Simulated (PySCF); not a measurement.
## Calculated data, CH7AlGeSi, AlClGeH3, AlGeH4, AlGeH7OSi and others

All values are calculated (PySCF 2.14.0). Calculation on a computer-drawn molecule: the log of a Hartree-Fock and frozen-core CCSD(T) single point meant for a local Hartree-Fock minimum, with one planted fault or none, to be diagnosed. Offsets are logged minus clean, where the clean run is the same molecule without the fault. The reference is restricted for singlets and unrestricted otherwise, and also for a bond in bohr or an excited solution. Adding or removing an electron swaps singlet and doublet. The excited solution moves the top pair (singlet) or top alpha electron (doublet) to the lowest empty orbital. Highest occupied and lowest empty are orbital energies over both spins, largest force is the largest gradient component, triples share is (T) over the correlation energy, the T1 limit is 0.02 restricted and 0.045 unrestricted, electrons count all cores, a negative frequency is imaginary (commonest isotopes), and the dipole is about the centre of nuclear charge; on germanium a core potential holds 10 electrons, which the energies leave out, and 3d is frozen in MP2 and coupled-cluster steps.

Common to all runs: meant multiplicity 1; logged SCF converged yes; possible faults no fault, one electron removed, one electron added, multiplicity raised by two, geometry at a saddle point, SCF held on an excited solution, minimal basis STO-3G, one bond length entered in bohr, all coordinates scaled.

(1) CH7AlGeSi

Logged structure:
```xyz
11
CH7AlGeSi
Al     0.1896    -1.2385     1.8922
C     -0.3261     0.3418     0.9191
Si     0.3196     0.7812    -0.7691
Ge    -1.4934     1.4245     1.7146
H     -0.4325    -1.5013     3.3257
H      1.2212    -2.2677     1.2763
H     -0.2646     2.0590    -1.2563
H      1.7967     0.9338    -0.7622
H     -0.0044    -0.2718    -1.7648
H     -2.0836     1.1591     3.0938
H     -2.0241     2.7209     1.1096
```

* meant charge: 0
* meant basis: cc-pV(D+d)Z
* meant basis and core potential on germanium: cc-pVDZ-PP ECP10MDF
* logged electrons: 72
* logged basis functions: 118
* logged spin squared: 0
* logged highest occupied: -4.1608 eV
* logged lowest empty: -3.6183 eV
* logged largest force: 0.13701 hartree/bohr
* logged CC converged: no
* logged dipole magnitude: 3.5833 debye
* logged SCF stable within its kind: no
* logged energy HF: -865.78176 hartree
* planted fault: SCF held on an excited solution
* HF energy offset from clean run: 213.9 kcal/mol

Drawn bonds:
```
atom  other atom  order
   1           2      1
   2           3      1
   2           4      2
   1           5      1
   1           6      1
   3           7      1
   3           8      1
   3           9      1
   4          10      1
   4          11      1
```

Notes: CCSD not converged.

(2) AlClGeH3

Logged structure:
```xyz
6
AlClGeH3
Al     1.6905    -1.0098     2.3896
Ge     0.4133    -1.0703     0.2234
Cl     1.2322    -0.0972    -1.3198
H      1.2590     0.1649     3.1747
H      2.6223    -2.1553     2.4356
H     -0.8287    -1.6464    -0.2605
```

* meant charge: 1
* meant basis: cc-pV(D+d)Z
* meant basis and core potential on germanium: cc-pVDZ-PP ECP10MDF
* logged electrons: 64
* logged basis functions: 84
* logged spin squared: 0
* logged highest occupied: -16.172 eV
* logged lowest empty: -5.2963 eV
* logged largest force: 0.039258 hartree/bohr
* logged T1 diagnostic: 0.014711
* logged D1 diagnostic: 0.046413
* logged triples share: 0.024403
* logged CC converged: yes
* logged dipole magnitude: 3.9537 debye
* logged SCF stable within its kind: yes
* logged energy HF: -996.30045 hartree
* logged energy CCSD(T): -996.62158 hartree
* planted fault: all coordinates scaled, by -4.8 %
* HF energy offset from clean run: 7.51 kcal/mol
* CCSD(T) energy offset from clean run: 8.755 kcal/mol

Drawn bonds:
```
atom  other atom  order
   1           2      1
   2           3      1
   1           4      1
   1           5      1
   2           6      1
```

(3) AlClGeH3

Logged structure:
```xyz
6
AlClGeH3
Al    -1.5115     0.0484     0.0000
Ge     1.1484     0.1955     0.0000
Cl     2.2302    -1.6009     0.0000
H     -2.1153     1.4778     0.0000
H     -1.9270    -1.4454     0.0000
H      2.1752     1.3246     0.0000
```

* meant charge: 1
* meant basis: cc-pV(D+d)Z
* meant basis and core potential on germanium: cc-pVDZ-PP ECP10MDF
* logged electrons: 64
* logged basis functions: 84
* logged spin squared: 0
* logged highest occupied: -16.019 eV
* logged lowest empty: -5.8925 eV
* logged largest force: 1.794e-05 hartree/bohr
* logged lowest frequency: -72.208 cm⁻¹
* logged T1 diagnostic: 0.01653
* logged D1 diagnostic: 0.053819
* logged triples share: 0.025729
* logged CC converged: yes
* logged dipole magnitude: 4.8851 debye
* logged SCF stable within its kind: yes
* logged energy HF: -996.31098 hartree
* logged energy CCSD(T): -996.6343 hartree
* planted fault: geometry at a saddle point
* HF energy offset from clean run: 0.8991 kcal/mol
* CCSD(T) energy offset from clean run: 0.7697 kcal/mol

Drawn bonds:
```
atom  other atom  order
   1           2      1
   2           3      1
   1           4      1
   1           5      1
   2           6      1
```

(4) AlGeH4

Logged structure:
```xyz
6
AlGeH4
Al    -1.7638     0.9172    -0.1771
Ge    -1.4705     2.9089     1.2250
H     -2.8000     0.8172    -1.4221
H     -1.3523    -0.5877     0.2702
H     -1.3281     4.1158     0.2177
H      0.0053     2.8208     1.7779
```

- meant charge: -1
- meant basis: aug-cc-pV(D+d)Z
- meant basis and core potential on germanium: aug-cc-pVDZ-PP ECP10MDF
- logged electrons: 50
- logged basis functions: 100
- logged spin squared: 0
- logged highest occupied: -1.9541 eV
- logged lowest empty: 3.1485 eV
- logged largest force: 1.253e-05 hartree/bohr
- logged lowest frequency: 198.71 cm⁻¹
- logged T1 diagnostic: 0.022668
- logged D1 diagnostic: 0.066791
- logged triples share: 0.034943
- logged CC converged: yes
- logged dipole magnitude: 0.4735 debye
- logged SCF stable within its kind: yes
- logged energy HF: -537.61508 hartree
- logged energy CCSD(T): -537.85824 hartree
- planted fault: no fault
- HF energy offset from clean run: 0 kcal/mol
- CCSD(T) energy offset from clean run: 0 kcal/mol

Drawn bonds:
```
atom  other atom  order
   1           2      1
   1           3      1
   1           4      1
   2           5      1
   2           6      1
```

Notes: T1 above single-reference limit.

(5) AlGeH7OSi

Logged structure:
```xyz
11
AlGeH7OSi
Al     1.2391     0.9398    -0.8696
Ge    -0.2374     2.1736     0.7667
O     -1.5792     0.9178     0.8606
Si    -1.6196    -0.4821     0.0622
H      2.4029     0.0276    -0.3144
H      1.1075     1.2581    -2.4111
H     -0.9455     3.4656     0.3373
H      0.2186     2.3621     2.2197
H     -1.5830    -1.6697     0.9347
H     -2.7224    -0.5846    -0.9106
H     -0.3357    -0.5452    -0.7678
```

* meant charge: 0
* meant basis: cc-pV(D+d)Z
* meant basis and core potential on germanium: cc-pVDZ-PP ECP10MDF
* logged electrons: 73
* logged basis functions: 118
* logged spin squared: 0.7646
* logged highest occupied: -16.489 eV
* logged lowest empty: -7.8777 eV
* logged largest force: 0.074525 hartree/bohr
* logged T1 diagnostic: 0.022719
* logged D1 diagnostic: 0.12501
* logged triples share: 0.026626
* logged CC converged: yes
* logged dipole magnitude: 3.4647 debye
* logged SCF stable within its kind: yes
* logged energy HF: -902.89061 hartree
* logged energy CCSD(T): -903.40136 hartree
* planted fault: one electron removed
* HF energy offset from clean run: 205 kcal/mol
* CCSD(T) energy offset from clean run: 213.8 kcal/mol

Drawn bonds:
```
atom  other atom  order
   1           2      1
   2           3      1
   3           4      1
   1           5      1
   1           6      1
   2           7      1
   2           8      1
   4           9      1
   4          10      1
   4          11      1
```

(6) AlGeH7OSi

Logged structure:
```xyz
11
AlGeH7OSi
Al     1.2391     0.9398    -0.8696
Ge    -0.2374     2.1736     0.7667
O     -1.5792     0.9178     0.8606
Si    -1.6196    -0.4821     0.0622
H      2.4029     0.0276    -0.3144
H      1.1075     1.2581    -2.4111
H     -0.9455     3.4656     0.3373
H      0.6244     2.5298     3.5126
H     -1.5830    -1.6697     0.9347
H     -2.7224    -0.5846    -0.9106
H     -0.3357    -0.5452    -0.7678
```

- meant charge: 0
- meant basis: cc-pV(D+d)Z
- meant basis and core potential on germanium: cc-pVDZ-PP ECP10MDF
- logged electrons: 74
- logged basis functions: 118
- logged spin squared: 0.8666
- logged highest occupied: -8.4042 eV
- logged lowest empty: 1.0767 eV
- logged largest force: 0.0075565 hartree/bohr
- logged T1 diagnostic: 0.035784
- logged D1 diagnostic: 0.17864
- logged triples share: 0.02955
- logged CC converged: yes
- logged dipole magnitude: 0.85379 debye
- logged SCF stable within its kind: yes
- logged energy HF: -903.11953 hartree
- logged energy CCSD(T): -903.63146 hartree
- planted fault: one bond length entered in bohr, row 7 of the drawn bonds
- HF energy offset from clean run: 61.3 kcal/mol
- CCSD(T) energy offset from clean run: 69.39 kcal/mol

Drawn bonds:
```
atom  other atom  order
   1           2      1
   2           3      1
   3           4      1
   1           5      1
   1           6      1
   2           7      1
   2           8      1
   4           9      1
   4          10      1
   4          11      1
```

(7) AlCl2GeH3

Logged structure:
```xyz
7
AlCl2GeH3
Al    -0.2632     1.3486     2.3531
Ge     1.2299     2.6596     0.8174
Cl     3.2648     1.8810     1.0304
Cl     0.6172     2.2391    -1.2416
H     -0.3019    -0.2068     2.1461
H     -1.0951     2.1099     3.4512
H      1.3963     4.1743     0.8623
```

- meant charge: 0
- meant basis: cc-pV(D+d)Z
- meant basis and core potential on germanium: cc-pVDZ-PP ECP10MDF
- logged electrons: 83
- logged basis functions: 107
- logged spin squared: 0.7662
- logged highest occupied: -1.0156 eV
- logged lowest empty: 6.1306 eV
- logged largest force: 0.030618 hartree/bohr
- logged T1 diagnostic: 0.011482
- logged D1 diagnostic: 0.035235
- logged triples share: 0.024322
- logged CC converged: yes
- logged dipole magnitude: 5.1701 debye
- logged SCF stable within its kind: yes
- logged energy HF: -1456.155 hartree
- logged energy CCSD(T): -1456.65985 hartree
- planted fault: one electron added
- HF energy offset from clean run: -10.62 kcal/mol
- CCSD(T) energy offset from clean run: -19.27 kcal/mol

Drawn bonds:
```
atom  other atom  order
   1           2      1
   2           3      1
   2           4      1
   1           5      1
   1           6      1
   2           7      1
```

(8) AlBClGeH3

Logged structure:
```xyz
7
AlBClGeH3
Al    -0.9118    -0.8658     2.4009
Ge    -0.9083    -0.1051    -0.0203
B      1.0272     0.5661     0.1696
Cl     2.3976    -0.5049    -0.2256
H     -1.4286     0.1108     3.5350
H     -0.5215    -2.3589     2.7480
H      1.3086     1.6896     0.4736
```

- meant charge: 0
- meant basis: cc-pV(D+d)Z
- meant basis and core potential on germanium: cc-pVDZ-PP ECP10MDF
- logged electrons: 70
- logged basis functions: 98
- logged spin squared: 0
- logged highest occupied: -5.9891 eV
- logged lowest empty: -2.3446 eV
- logged largest force: 0.048947 hartree/bohr
- logged CC converged: no
- logged dipole magnitude: 1.2052 debye
- logged SCF stable within its kind: no
- logged energy HF: -1021.05718 hartree
- planted fault: SCF held on an excited solution
- HF energy offset from clean run: 108.8 kcal/mol

Drawn bonds:
```
atom  other atom  order
   1           2      1
   2           3      1
   3           4      1
   1           5      1
   1           6      1
   3           7      1
```

Notes: CCSD not converged.

(9) Al2GeH7N

Logged structure:
```xyz
11
Al2GeH7N
Al    -0.0064    -1.6802    -2.4208
N     -0.6849    -0.6726    -1.1065
Al     0.1062     0.2926     0.1719
Ge    -1.2816     1.5688     1.8233
H      1.5602    -1.7977    -2.5523
H     -0.9965    -2.4181    -3.4060
H     -1.6942    -0.6472    -1.0908
H      1.6849     0.3066     0.2187
H     -1.0765     1.0583     3.2606
H     -0.9258     3.0658     1.8389
H     -2.7895     1.4724     1.5298
```

- meant charge: 0
- meant basis: cc-pV(D+d)Z
- meant basis and core potential on germanium: cc-pVDZ-PP ECP10MDF
- logged electrons: 72
- logged basis functions: 118
- logged spin squared: 2.0079
- logged highest occupied: -5.1802 eV
- logged lowest empty: -2.0491 eV
- logged largest force: 0.031214 hartree/bohr
- logged T1 diagnostic: 0.023494
- logged D1 diagnostic: 0.11218
- logged triples share: 0.027887
- logged CC converged: yes
- logged dipole magnitude: 3.5198 debye
- logged SCF stable within its kind: yes
- logged energy HF: -835.64335 hartree
- logged energy CCSD(T): -836.10992 hartree
- planted fault: multiplicity raised by two
- HF energy offset from clean run: 100.1 kcal/mol
- CCSD(T) energy offset from clean run: 104 kcal/mol

Drawn bonds:
```
atom  other atom  order
   1           2      1
   2           3      1
   3           4      1
   1           5      1
   1           6      1
   2           7      1
   3           8      1
   4           9      1
   4          10      1
   4          11      1
```

(10) Al2GeH7N

Logged structure:
```xyz
11
Al2GeH7N
Al    -1.8533    -2.7915     0.5166
N     -1.2979    -1.2510     1.2550
Al     0.1973    -0.4273     0.7031
Ge    -2.3360    -0.5213     2.6229
H     -1.0160    -3.4662    -0.6355
H     -3.1935    -3.4329     1.0547
H      0.6348     0.9371     1.3649
H      1.0498    -1.0912    -0.4463
H     -1.6335     0.7197     3.1793
H     -3.7163    -0.1276     2.0823
H     -2.5164    -1.5519     3.7439
```

- meant charge: 0
- meant basis: cc-pV(D+d)Z
- meant basis and core potential on germanium: cc-pVDZ-PP ECP10MDF
- logged electrons: 72
- logged basis functions: 118
- logged spin squared: 2.03
- logged highest occupied: -4.2607 eV
- logged lowest empty: -1.7279 eV
- logged largest force: 0.079692 hartree/bohr
- logged T1 diagnostic: 0.071074
- logged D1 diagnostic: 0.45696
- logged triples share: 0.024749
- logged CC converged: yes
- logged dipole magnitude: 7.5022 debye
- logged SCF stable within its kind: yes
- logged energy HF: -835.61989 hartree
- logged energy CCSD(T): -836.06544 hartree
- planted fault: multiplicity raised by two
- HF energy offset from clean run: 108.7 kcal/mol
- CCSD(T) energy offset from clean run: 127.3 kcal/mol

Drawn bonds:
```
atom  other atom  order
   1           2      1
   2           3      1
   2           4      1
   1           5      1
   1           6      1
   3           7      1
   3           8      1
   4           9      1
   4          10      1
   4          11      1
```

Notes: T1 above single-reference limit.
